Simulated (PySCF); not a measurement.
Basis and Hamiltonian dependence of the excitation energy of O²⁺

O²⁺ [He] 2s2 2p2 (3P) → O²⁺ [He] 2s2 2p1 3s1 (3P). All values are computed (PySCF 2.14, energy differences of UHF-based or UKS calculations, no spin-orbit coupling). Values in eV.

| basis | Hamiltonian | functions | UHF | LDA | PBE0 | MP2 (valence) | CCSD(T) (valence) | CCSD(T) (valence and next inner shell) |
| --- | --- | --- | --- | --- | --- | --- | --- | --- |
| aug-cc-pVDZ | non-relativistic | 23 | 33.596 | 33.842 | 33.835 | 33.445 | 33.209 | n/a |
| aug-cc-pVDZ-DK | spin-free X2C | 23 | 33.575 | 33.821 | 33.815 | 33.425 | 33.190 | n/a |
| x2c-TZVPPall with one added diffuse shell each of s, p, d type | spin-free X2C | 40 | 33.211 | 33.392 | 33.352 | 33.234 | 33.013 | 33.035 |
| aug-cc-pwCVTZ | non-relativistic | 59 | 33.283 | 33.474 | 33.443 | 33.323 | 33.106 | 33.164 |
| def2-QZVPPD | non-relativistic | 66 | 33.258 | 33.439 | 33.399 | 33.323 | 33.100 | 33.142 |
| dyall-av3z | non-relativistic | 71 | 33.252 | 33.432 | 33.387 | 33.270 | 33.052 | n/a |
| dyall-av3z | spin-free X2C | 71 | 33.234 | 33.415 | 33.369 | 33.253 | 33.036 | n/a |
| aug-cc-pVQZ-DK | spin-free X2C | 80 | 33.246 | 33.427 | 33.389 | 33.310 | 33.090 | n/a |
| aug-cc-pVQZ | non-relativistic | 80 | 33.264 | 33.445 | 33.407 | 33.327 | 33.105 | n/a |
| aug-cc-pVQZ with one added diffuse shell each of s, p, d, f, g type | non-relativistic | 105 | 33.251 | 33.429 | 33.392 | 33.312 | n/a | n/a |
| aug-cc-pwCVQZ | non-relativistic | 109 | 33.262 | 33.447 | 33.406 | 33.333 | n/a | n/a |
| aug-cc-pV5Z | non-relativistic | 127 | 33.247 | 33.428 | 33.383 | 33.325 | n/a | n/a |

**Question.** Estimate the row for aug-cc-pVTZ with one added diffuse shell each of s, p, d, f type (non-relativistic, 62 functions).

**Answer.** From the rows with the same Hamiltonian and similar size; the calculation gives UHF 33.41; LDA 33.58; PBE0 33.56; MP2 (valence) 33.44; CCSD(T) (valence) 33.23 (eV).

Frozen in the all-electron rows: valence: 1s2; valence and next inner shell: nothing.

At UHF, aug-cc-pVDZ, aug-cc-pVDZ-DK lie more than 0.3 eV from the median of the rows with comparable relativity.
